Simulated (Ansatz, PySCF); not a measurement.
Noncovalent pair: PH3 (SMILES P) (first 4 atoms) with AsH3 (SMILES [AsH3]); geometry from B3LYP-D3(BJ)/def2-TZVP, rigid monomers moved along the line of their centres of mass till P1···As5 is 3.28 Å.
(charge 0, multiplicity 1):
```xyz
8

P     -0.55176     0.17664     0.27430
H      0.71621    -0.45639     0.25560
H     -1.26417    -1.04837     0.24527
H     -0.59407     0.34278    -1.13507
As    -0.45908    -0.20758     3.52750
H     -1.82281     0.46991     3.56538
H      0.27454     1.12604     3.58597
H     -0.42396    -0.36796     5.04574
```

Monomers are frozen at their geometry in the pair; levels with a basis set take the counterpoise correction.

Correlated levels freeze the cores. Filled d and f shells under p-block atoms count as core. CBS(a, b) extrapolates the correlation energy as X⁻³ and adds the Hartree–Fock energy of set b.

Codes used: Ansatz (Gaussian orbitals); PySCF for the dispersion terms. Values without a source in brackets are computed.

The comparison value is 2.5 meV (CCSD(T)/CBS(def2-SVPD, def2-TZVPPD)). It is a level with limits of its own, not the exact answer.

Question: Order these levels by how close they come to the comparison value for the interaction energy, closest first: r2SCAN-D4/def2-TZVPPD, r2SCAN/def2-TZVPPD, PBE-D4/def2-TZVPPD. Give each level's value less the comparison value.

Answer: r2SCAN/def2-TZVPPD (-10.0 meV), r2SCAN-D4/def2-TZVPPD (-27.0 meV), PBE-D4/def2-TZVPPD (-66.0 meV)

Ansatz is a first-principles code.
